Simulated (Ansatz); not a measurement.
`BC([SiH3])BCl` + `C[N](C)[Y]([OH])[OH]` → `C[N](C)[Y]([OH])[O][SiH3]` + `BCBCl`  (ligand exchange at the Si–C bond)

Calculated with Ansatz (gas phase, PBE0-D4/def2-TZVP geometries, no zero-point term in ΔE). CCSD(T)/CBS adds triple-zeta CCSD(T) − MP2 to the extrapolated MP2 energy (def2 sets, frozen cores). Functionals use def2-TZVPP. B3LYP here is the variant with VWN-RPA as its local correlation; programs differ in this. def2 core potentials past Kr. For Y outer-core shells are correlated without core-valence functions, which leaves a few kJ/mol of doubt a bond. Each species was taken in one conformer, which may not be the lowest.

`BC([SiH3])BCl`:

Cartesian coordinates in Å:
```
B 1.244 0.794 0.243
C -0.178 0.582 -0.317
Si 0.171 -1.286 -0.538
B -1.306 0.703 0.710
Cl -2.817 1.493 0.299
H 2.100 1.280 -0.435
H 1.504 0.435 1.356
H -0.375 1.002 -1.304
H 1.649 -1.499 -0.545
H -0.370 -1.698 -1.854
H -0.413 -2.087 0.562
H -1.209 0.282 1.822
```

`C[N](C)[Y]([OH])[OH]`:

Cartesian coordinates in Å:
```
C 1.107 0.079 -1.415
N -0.029 0.067 -0.528
C -1.256 0.265 -1.259
Y 0.089 -0.207 1.601
O 1.960 -0.461 2.357
O -1.685 -0.176 2.596
H 1.201 1.032 -1.961
H 1.049 -0.715 -2.178
H 2.040 -0.072 -0.860
H -2.120 0.256 -0.585
H -1.422 -0.520 -2.015
H -1.270 1.227 -1.797
H 2.762 -0.591 2.853
H -2.427 -0.185 3.192
```

`C[N](C)[Y]([OH])[O][SiH3]`:

Cartesian coordinates in Å:
```
C 0.728 1.529 1.093
N 0.907 0.099 1.040
C 1.856 -0.345 2.030
Y -0.138 -1.139 -0.358
O 0.261 -3.122 -0.266
O -1.441 -0.180 -1.656
Si -2.469 0.529 -2.686
H 0.007 1.866 0.339
H 0.354 1.866 2.074
H 1.668 2.074 0.909
H 2.848 0.114 1.888
H 1.536 -0.094 3.054
H 1.989 -1.431 1.985
H 0.335 -4.068 -0.355
H -2.947 -0.427 -3.728
H -3.670 1.054 -1.972
H -1.824 1.676 -3.390
```

`BCBCl`:

```xyz
9

B    -0.145    0.596    1.179
C     0.641   -0.037   -0.003
B    -0.378   -0.449   -1.095
Cl   -0.685   -2.132   -1.458
H    -0.808    1.575    0.996
H    -0.114    0.113    2.273
H     1.171    0.816   -0.460
H     1.330   -0.831    0.282
H    -1.011    0.350   -1.714
```

| level | ΔE (eV) |
| --- | --- |
| PBE-D4 | -0.71 |
| B3LYP-D4 | -0.94 |
| HF/def2-TZVPP | -1.31 |
| SCS-MP2/def2-TZVPP | -0.97 |
| CCSD/def2-TZVPP | -0.97 |
| HF/def2-QZVPP | -1.33 |
| MP2/CBS(def2) | -0.85 |
| CCSD/CBS(def2) | -0.94 |

Q: What does CCSD(T)/CBS give? (Estimate.)

A: Ansatz gave: -0.88 eV. The listed levels differ from it by 0.17, -0.06, -0.43, -0.09, -0.09, -0.45, 0.03, -0.06 eV.

Largest T1 diagnostic among the species: 0.014.

In def2-TZVPP, CCSD(T) changes the Hartree–Fock value by +0.40 eV (the triples alone add +0.06 eV) and MP2 by +0.43 eV. The D4 term adds +0.07 eV with B3LYP and +0.04 eV with PBE0; it sums over pairs of atoms, weighted by their polarisabilities, and B3LYP, whose exchange is more repulsive, gets the larger term. From PBE to PBE0 (25 % exact exchange), in def2-TZVPP and without D4, ΔE moves by −0.06 eV.
